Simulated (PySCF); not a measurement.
Which level of theory gave which numbers?

Species: C2H6O2Si.
SMILES: `O=C(O)C[SiH3]`

The closed-shell ground state was solved 5 times with PySCF (density fitting, gas phase), always in the pcSseg-2 basis (271 functions), with these functionals: B97-2, BHandHLYP, LC-wPBE, PBE0 and wB97X-D. One conformer (not necessarily the lowest) at the PBE0-D3(BJ)/def2-SVP geometry, without solvent, vibrations or thermal averaging.

```
row  total energy (Eh)  HOMO (eV)  LUMO (eV)  dipole (D)
  P          -519.7652      -9.78       0.75        1.85
  Q          -519.5142      -8.17      -0.10        1.75
  R          -519.6673     -10.99       2.07        1.77
  S          -519.8161     -10.09       1.71        1.78
  T          -519.8231      -7.87      -0.15        1.75
```

Question: Which functional belongs to which row?

Answer: P = BHandHLYP, Q = PBE0, R = LC-wPBE, S = wB97X-D, T = B97-2. By rising HOMO–LUMO gap: B97-2 (global hybrid, 21 % exact exchange) 7.72 eV; PBE0 (global hybrid, 25 % exact exchange) 8.07 eV; BHandHLYP (global hybrid, 50 % exact exchange) 10.53 eV; wB97X-D (range-separated hybrid) 11.80 eV; LC-wPBE (range-separated hybrid) 13.06 eV. Total energies of different functionals aren't bounds to one another; each is stationary for its own functional.

Conformer computed: `[O:1]=[C:2]([OH:3])[CH2:4][SiH3:5]`: O1–C2–C4–Si5 -87°, H–O3–C2–O1 0°.

wB97X-D is run here without its empirical dispersion term; that term would change no orbital, density or response property at a fixed geometry.
